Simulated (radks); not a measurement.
Values are calculated unless marked as measured or tabulated.
Excited configurations of neutral phosphorus: one electron is placed in a higher orbital outside [Ne] 3s2 3p2. The ground configuration is [Ne] 3s2 3p3. Code: a radial shooting solver on a logarithmic mesh with Libxc functionals. Model: Dirac Kohn-Sham, PBE, spin-unpolarised, spherical densities, finite nucleus; open shells are shared between the two j in proportion to 2j + 1; Fermi nuclear charge, rms radius 3.1889 fm. Excitation = E - E(ground); binding = E(ion) - E, where the ion is the core of charge +1; n* = 1/sqrt(2 binding) in atomic units, and the quantum defect is n - n*. Eigenvalue and <r> are those of j = l + 1/2.

[
 {"outer orbital": "3d", "excitation (eV)": "7.767", "binding (eV)": "1.962", "n*": "2.633", "quantum defect": "0.367", "eigenvalue (eV)": "-0.616", "<r> (bohr)": "7.647"},
 {"outer orbital": "4s", "excitation (eV)": "6.261", "binding (eV)": "3.469", "n*": "1.980", "quantum defect": "2.020", "eigenvalue (eV)": "-1.928", "<r> (bohr)": "6.207"},
 {"outer orbital": "4f", "excitation (eV)": "8.819", "binding (eV)": "0.910", "n*": "3.866", "quantum defect": "0.134", "eigenvalue (eV)": "-0.435", "<r> (bohr)": "17.38"},
 {"outer orbital": "6s", "excitation (eV)": "8.749", "binding (eV)": "0.980", "n*": "3.725", "quantum defect": "2.275", "eigenvalue (eV)": "-0.626", "<r> (bohr)": "22.52"},
 {"outer orbital": "6f", "excitation (eV)": "9.276", "binding (eV)": "0.454", "n*": "5.476", "quantum defect": "0.524", "eigenvalue (eV)": "-0.286", "<r> (bohr)": "44.13"},
 {"outer orbital": "7s", "excitation (eV)": "9.084", "binding (eV)": "0.646", "n*": "4.591", "quantum defect": "2.409", "eigenvalue (eV)": "-0.427", "<r> (bohr)": "34.75"}
]

The Delta-SCF ionisation energy is 9.730 eV (NIST Atomic Spectra Database: 10.487 eV, measured). Self-interaction in the functional shifts the binding energies and quantum defects, so they are the method's values and not measured ones. Spin polarisation and multiplet splitting are left out, so open shells lie too high by an amount that depends on their filling.

Beside tabulated values, note that spin-unpolarised runs miss the spin-polarisation part of the exchange energy of open shells.
